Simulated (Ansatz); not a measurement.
Total energies of (I2In-mu-H)3 (In3H3I6) from Ansatz at HF/def2-TZVP, gas phase (1 Eh = 27.2114 eV = 2625.5 kJ/mol). The reference geometry is relaxed at PBE-D4/def2-SVP.

```xyz
12

In    0.874    0.473   -1.803
I     3.373    0.253   -2.757
I    -1.281    1.442   -3.081
H     0.945    1.376   -0.125
In   -0.019    1.406    1.524
I     1.776    0.927    3.462
I    -1.803    3.405    1.407
H    -0.958   -0.220    1.188
In   -0.795   -1.893    0.282
I     0.693   -3.507    1.829
I    -3.166   -2.447   -0.847
H     0.362   -1.215   -1.079
```

```csv
state,geometry,energy (Eh)
charge 0 singlet,reference,-2349.70743
charge 1 doublet,reference,-2349.37796
free In atom (doublet),–,-189.21003
free I atom (doublet),–,-296.65857
free H atom (doublet),–,-0.49981
```

In the def2 sets I, In take a core potential; there is no spin–orbit coupling. Single mean-field runs in def2-TZVP are fitted with def2-universal-jkfit.

(1) Work out the vertical ionisation energy to the doublet.

(2) What is the binding energy per atom against free atoms?

(1) E(charge 1 doublet) − E(charge 0 singlet) = -2349.37796 − (-2349.70743) = 0.32947 Eh = 8.97 eV. For comparison, −ε of the highest occupied level is 10.29 eV at this level, 1.32 eV more.

(2) Atoms: 3 × (-189.21003) + 6 × (-296.65857) + 3 × (-0.49981) = -2349.08094 Eh. Binding: -2349.08094 − (-2349.70743) = 0.62649 Eh = 17.05 eV, or 1.42 eV for each of 12 atoms (no zero-point energy, no counterpoise term).
